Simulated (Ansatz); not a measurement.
`F[SiH]([SiH3])[GeH3]` + H–F → `F[SiH](F)[SiH3]` + GeH₄ at 700 K and 1 bar (cleavage of the Si–Ge bond).

Program: Ansatz. Geometries: PBE0-D4/def2-TZVP. ΔE: electronic, gas phase. CCSD(T)/CBS is the MP2 limit (def2-TZVPP, def2-QZVPP) plus CCSD(T) − MP2 in def2-TZVPP, frozen cores. This one scheme is used for every species. For Ge outer-core shells are correlated without core-valence functions, which leaves a few kJ/mol of doubt a bond. Scalar relativity is left out up to krypton.

| species | CCSD(T)/CBS energy (Eh) | H − E (kJ/mol) | S (J/(mol·K)) |
| --- | --- | --- | --- |
| `F[SiH]([SiH3])[GeH3]` | -2758.31869 | 248.9 | 527.0 |
| H–F | -100.39570 | 45.2 | 198.5 |
| `F[SiH](F)[SiH3]` | -780.26920 | 171.8 | 433.7 |
| GeH₄ | -2078.49493 | 112.9 | 267.3 |

H − E and S are ideal-gas, rigid-rotor, harmonic terms from PBE0-D4/def2-TZVP, for one conformer and one mirror image of each species. 1 Eh = 2625.50 kJ/mol, R = 8.31446 J/(mol·K).

Problem. By hand: ΔE, ΔH, ΔS and ΔG.

Solution. ΔE = (-780.26920) + (-2078.49493) − (-2758.31869) − (-100.39570) = -0.04974 Eh = -130.6 kJ/mol. Δ(H − E) = 171.8 + 112.9 − 248.9 − 45.2 = -9.4, so ΔH = -140.0 kJ/mol. ΔS = 433.7 + 267.3 − 527.0 − 198.5 = -24.5 J/(mol·K). ΔG = -140.0 − 700 × (-24.5)/1000 = -122.8 kJ/mol.

Problem. By hand: the equilibrium constant, and the temperature at which ΔG would vanish if ΔH and ΔS stayed fixed.

Solution. log₁₀ K = −ΔG/(RT ln 10) = 9.2. ΔG = 0 at ΔH/ΔS = 5714 K, far beyond where these terms or the molecules hold.

ΔH outweighs TΔS. A doubt of 5 kJ/mol in ΔE shifts log₁₀ K by 0.4 here. Other conformers and mirror images would add mixing entropy, several J/(mol·K) or more a flexible species. These are equilibria of isolated gas molecules and say nothing of rates. Largest T1 diagnostic: 0.013 (customary marks: 0.02 for closed shells, 0.045 for open ones).
